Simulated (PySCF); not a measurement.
C₅H₉Cl, SMILES C(=C/CCC)/Cl.

Geometry: PBE-D3(BJ)/def2-SVP. Other conformers were not sampled.

Computed with SMD-B3LYP/def2-SVP run with PySCF.

Solvation free energies are E(SMD) − E(gas) at the gas-phase geometry, for 1 M in both phases. In vacuum the dipole moment is 1.40 D.

Computed solvation free energies in water, ethanol, 1-octanol:
```json
[
 {"solvent": "water", "ΔG(solv) (kcal/mol)": "1.0", "its non-electrostatic (CDS) part": "3.5", "dipole (D)": "1.96"},
 {"solvent": "ethanol", "ΔG(solv) (kcal/mol)": "-3.9", "its non-electrostatic (CDS) part": "-1.6", "dipole (D)": "1.93"},
 {"solvent": "1-octanol", "ΔG(solv) (kcal/mol)": "-3.5", "its non-electrostatic (CDS) part": "-1.4", "dipole (D)": "1.88"}
]
```
